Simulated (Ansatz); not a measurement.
Isolated molecules relaxed with PBE0-D4/def2-TZVP in Ansatz; ΔE leaves out vibrations. CCSD(T)/CBS adds triple-zeta CCSD(T) − MP2 to the extrapolated MP2 energy (def2 sets, frozen cores). This one scheme is used for every species. One conformer a species, not always the lowest.

Reaction (hydrogenolysis of the Si–C bond): `C=C[Si](C)(O)F` + H₂ → `C[SiH](O)F` + `C=C`

`C=C[Si](C)(O)F`:

Z-matrix (Å, degrees):
```
Si
C 1 1.853
O 1 1.638 2 110.9
C 1 1.845 2 114.6 3 121.6
F 1 1.605 2 106.0 3 -118.8
C 2 1.331 1 122.9 3 -17.9
H 2 1.089 1 119.1 3 163.0
H 3 0.958 1 117.7 2 -56.5
H 4 1.092 1 110.5 2 177.1
H 4 1.092 1 110.5 2 -63.0
H 4 1.092 1 110.8 2 57.0
H 6 1.087 2 121.6 1 0.5
H 6 1.087 2 122.4 1 -179.3
```

H₂:

Cartesian coordinates in Å:
```
H 0.270 -0.023 -0.256
H -0.270 0.023 0.256
```

`C[SiH](O)F`:

```xyz
9

C     0.130   -0.820   -0.804
Si   -0.028    0.179    0.746
O     0.243    1.774    0.513
F    -1.514   -0.041    1.301
H    -0.054   -1.877   -0.599
H     1.134   -0.723   -1.223
H    -0.590   -0.497   -1.561
H     0.910   -0.225    1.812
H    -0.231    2.229   -0.184
```

`C=C`:

```xyz
6

C     0.181    0.613   -0.169
C    -0.181   -0.613    0.169
H    -0.078    1.472    0.441
H     0.753    0.810   -1.070
H     0.078   -1.472   -0.441
H    -0.753   -0.810    1.070
```

| species | CCSD/CBS(def2) energy (Eh) |
| --- | --- |
| `C=C[Si](C)(O)F` | -582.50289 |
| H₂ | -1.17544 |
| `C[SiH](O)F` | -505.21707 |
| `C=C` | -78.46635 |

(1) Work out ΔE.

Largest T1 diagnostic among the species: 0.011.

Results:

(1) ΔE = (-505.21707) + (-78.46635) − (-582.50289) − (-1.17544) = -0.00509 Eh = -13.4 kJ/mol. CCSD(T)/CBS gives -8.2 kJ/mol.

In def2-TZVPP, CCSD(T) changes the Hartree–Fock value by +24.5 kJ/mol (the triples alone add +5.1 kJ/mol) and MP2 by +29.6 kJ/mol. The D4 term adds +13.7 kJ/mol with B3LYP and +7.7 kJ/mol with PBE0; it sums over pairs of atoms, weighted by their polarisabilities, and B3LYP, whose exchange is more repulsive, gets the larger term.

B3LYP here is the variant with VWN-RPA as its local correlation; programs differ in this.
